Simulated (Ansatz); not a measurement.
Molecule: dichloro(difluoro)silane, sum formula SiCl₂F₂ (charge 0, singlet). 
Geometry from a B3LYP-D3(BJ)/def2-TZVP (Ansatz, a quantum-chemistry and plane-wave program) optimisation:
SMILES: F[Si](F)(Cl)Cl
```xyz
5

Si    -0.0174    -0.3276     0.0117
F      0.0230    -1.2155     1.3135
F     -0.1563    -1.2966    -1.2238
Cl    -1.6227     0.8923     0.0862
Cl     1.7076     0.7074    -0.1433
```
Charge 0, spin multiplicity 1.

PBE beside other levels, property by property. Valence correlation only, unless marked. Open shells are spin-unrestricted. No spin-orbit coupling. No relativistic terms. Basis-set limits of correlation are two-point, X^-3; Hartree-Fock from the larger set (for Q and 5 zeta extrapolated as (X+1)exp(-9√X)). [CCSD(T)-MP2]/basis is that difference in the basis named. Rows marked 298 K are enthalpies with B3LYP-D3(BJ) harmonic zero-point and thermal terms. Atomisation energies are electronic, to ground-state atoms; the column to compare with has the core term from cc-pwCVTZ added, other frozen-core levels have none. Frequencies are from Ansatz. The coupled-cluster column (Ansatz) is a level with limits of its own: (a) RI-MP2/CBS(cc-pV(T+d)Z,cc-pV(Q+d)Z)+[CCSD(T)-MP2]/cc-pV(T+d)Z; (b) CCSD(T)/CBS(cc-pV(Q+d)Z,cc-pV(5+d)Z).

```
property                                                                     PBE/def2-TZVPD (Ansatz)  wB97X-V/def2-TZVPD (Ansatz)  B2PLYP-D3(BJ)/def2-TZVPD (Ansatz + dftd3)  CCSD(T)/cc-pV(T+d)Z (Ansatz)  coupled cluster
---------------------------------------------------------------------------  -----------------------  ---------------------------  -----------------------------------------  ----------------------------  ---------------
Cl-Si bond dissociation enthalpy, 298 K, to F[Si](F)Cl + Cl atom (kcal/mol)                    110.5                        115.8                                      112.3                         113.0        117.5 (a)
atomisation energy (kcal/mol)                                                                  477.7                        476.6                                      470.2                         460.1        483.5 (b)
F-Si bond dissociation enthalpy, 298 K, to F[Si](Cl)Cl + F atom (kcal/mol)                     152.7                        156.9                                      155.0                         155.7        160.9 (a)
```

As the rows show:
- Cl-Si bond dissociation enthalpy, 298 K, to F[Si](F)Cl + Cl atom: PBE lies 7.0 kcal/mol below coupled cluster.
- atomisation energy: PBE lies 5.8 kcal/mol below coupled cluster.
- F-Si bond dissociation enthalpy, 298 K, to F[Si](Cl)Cl + F atom: PBE lies 8.2 kcal/mol below coupled cluster.
